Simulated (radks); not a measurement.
Values are calculated unless marked as measured or tabulated.
Trend from Zn3+ to Hg3+: ionisation energy by Delta-SCF between NIST ground configurations, and size. Level of theory: scalar-relativistic Kohn-Sham, BLYP, spin-polarised, spherical densities, finite nucleus; open shells are filled with parallel spins first (spin-orbit coupling, left out, can overturn this in heavy ions); Fermi nuclear charge, rms radius of each element as measured or else 0.836 A^(1/3) + 0.57 fm (a radial shooting solver on a logarithmic mesh with Libxc functionals).

[
 {"species": "Zn3+", "configuration": "[Ar] 3d9", "IE (eV)": "60.802", "NIST (eV)": "59.57", "kind": "exp.", "r at 0.001 e/bohr^3 (bohr)": "2.63"},
 {"species": "Cd3+", "configuration": "[Kr] 4d9", "IE (eV)": "53.266", "NIST (eV)": "51", "kind": "theory", "r at 0.001 e/bohr^3 (bohr)": "3.04"},
 {"species": "Hg3+", "configuration": "[Xe] 4f14 5d9", "IE (eV)": "49.033", "NIST (eV)": "48.6", "kind": "exp.", "r at 0.001 e/bohr^3 (bohr)": "3.26"}
]

Reference values: NIST Atomic Spectra Database (exp. = measured, semi-emp. = semi-empirical, theory = theoretical value adopted there). Open shells are spherical and high-spin; term and fine-structure splittings are not resolved. Spin-orbit splitting is averaged out at the scalar-relativistic level.
